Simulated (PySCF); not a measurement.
C4H7NSi, SMILES C1=CCN=C[SiH2]1. Geometry optimised at PBE-D3(BJ)/def2-SVP. This is a generated structure with no PubChem entry under its InChIKey; it may be hypothetical. The values are those of a single conformer.

Computed equilibrium geometry at PBE-D3(BJ)/def2-SVP (PySCF confirms it by a frequency run) as Cartesian coordinates in Å, and its point group (one conformer of several):
point group Cs.
```xyz
13

C     -1.2833    -0.9744     0.0000
C     -1.4700     0.3658     0.0000
Si     0.0269     1.4781     0.0000
C      1.4480     0.2075     0.0000
N      1.3166    -1.0720     0.0000
C      0.0238    -1.7251     0.0000
H     -2.1652    -1.6453     0.0000
H     -2.5047     0.7496     0.0000
H      0.1064     2.3741     1.2108
H      0.1064     2.3741    -1.2108
H      2.5026     0.5688     0.0000
H      0.0254    -2.4272    -0.8687
H      0.0254    -2.4272     0.8687
```
Charge 0, spin multiplicity 1.
